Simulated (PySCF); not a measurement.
How methods differ on the ionisation energy of Se⁺

Se⁺ [Ar] 3d10 4s2 4p3 (4S) → Se²⁺ [Ar] 3d10 4s2 4p2 (3P), as a difference of total energies. Calculation: PySCF 2.14, in x2c-SVPall (5s4p3d, 32 functions); scalar relativity by spin-free X2C-1e. Correlated levels: valence: [Ar] 3d10 frozen. The calculations carry no spin-orbit coupling.

| method | ionisation energy (eV) |
| --- | --- |
| UHF | 20.883 |
| M06-L | 21.117 |
| PBE0 | 21.441 |
| MP2 (valence) | 21.245 |
| SCS-MP2 (valence) | 21.115 |
| CCSD (valence) | 21.192 |
| CCSD(T) (valence) | 21.197 |

Problem. How much does correlation contribute at CCSD(T) (valence)?

Solution. 21.197 − (20.883) = 0.314 eV, measured against UHF.

The reference lies between the lowest fine-structure levels, while these numbers refer to the centres of the terms.

Errors of the correlated levels include the incompleteness of this basis and the frozen core.

For comparison: 21.196 ± 0.01 eV (measured; NIST Atomic Spectra Database, ionization energies).
